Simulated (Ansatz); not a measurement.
Cartesian coordinates (Å):
SMILES: C1(=C/O)/OC1
```xyz
9

O      2.2137    -0.1687     0.3812
C      1.0000     0.4550     0.5186
C     -0.1308     0.0345    -0.0065
C     -1.5203     0.0129    -0.3289
O     -0.5618    -1.0137    -0.7857
H      2.1055    -0.9609    -0.1594
H      1.0478     1.3528     1.1147
H     -2.2454    -0.3506     0.3917
H     -1.9087     0.6388    -1.1256
```
Charge 0, multiplicity 1.

All values below come from frozen-core CCSD(T)/cc-pVTZ // B3LYP-D3(BJ)/def2-TZVP (Ansatz, an electronic-structure program).

- HF energy = -265.65474 Ha
- MP2 correlation energy = -0.95244 Ha

Problem. Estimate the CCSD correlation energy, the (T) correction, the total energy and the T1 diagnostic.

Solution. 
```json
{
 "CCSD correlation energy": "-0.96925 Ha",
 "(T) correction": "-0.04340 Ha",
 "CCSD(T) total energy": "-266.66738 Ha",
 "T1 diagnostic": "0.013"
}
```
